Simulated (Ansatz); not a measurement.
Consider the isomerisation: `CBCOC` → `[BH3-][O+]=C(C)C`.

Computed with Ansatz on PBE0-D4/def2-TZVP structures; ΔE is electronic, products minus reactants. CCSD(T)/CBS adds triple-zeta CCSD(T) − MP2 to the extrapolated MP2 energy (def2 sets, frozen cores). Functionals use def2-TZVPP. One conformer a species, not always the lowest.

`CBCOC`:

Z-matrix (Å, degrees):
```
C
B 1 1.550
H 1 1.091 2 113.9
H 1 1.102 2 105.3 3 -116.3
H 1 1.092 2 114.0 3 128.5
C 2 1.558 1 123.6 3 21.3
H 2 1.203 1 120.9 3 -161.2
O 6 1.405 2 114.4 1 -1.8
H 6 1.108 2 108.4 1 122.5
H 6 1.108 2 107.8 1 -125.6
C 8 1.399 6 112.8 2 -179.6
H 11 1.100 8 111.5 6 60.4
H 11 1.100 8 111.6 6 -60.6
H 11 1.091 8 107.8 6 179.9
```

`[BH3-][O+]=C(C)C`:

```xyz
14

B     0.700    1.447   -1.332
O     0.933    0.553   -0.040
C     0.112   -0.254    0.399
C    -1.194   -0.459   -0.262
C     0.462   -1.025    1.618
H     1.708    2.094   -1.439
H    -0.295    2.105   -1.095
H     0.513    0.659   -2.241
H    -1.012   -0.737   -1.305
H    -1.805   -1.202    0.244
H    -1.707    0.507   -0.317
H    -0.286   -0.837    2.395
H     0.418   -2.095    1.397
H     1.453   -0.756    1.978
```

| level | ΔE (eV) |
| --- | --- |
| PBE-D4 | -0.34 |
| ωB97M-V | -0.22 |
| r2SCAN | -0.30 |
| MP2/def2-TZVPP | -0.24 |
| SCS-MP2/def2-TZVPP | -0.21 |
| CCSD/def2-TZVPP | -0.17 |
| MP2/def2-QZVPP | -0.22 |
| CCSD/CBS(def2) | -0.12 |

Question: What does CCSD(T)/CBS give? (An estimate is asked.)

Answer: Ansatz gave: -0.20 eV. The listed levels differ from it by -0.14, -0.02, -0.10, -0.04, -0.01, 0.03, -0.02, 0.08 eV.

Largest T1 diagnostic among the species: 0.015.

In def2-TZVPP, CCSD(T) changes the Hartree–Fock value by −0.24 eV (the triples alone add −0.08 eV) and MP2 by −0.24 eV. From PBE to PBE0 (25 % exact exchange), in def2-TZVPP and without D4, ΔE moves by +0.12 eV.
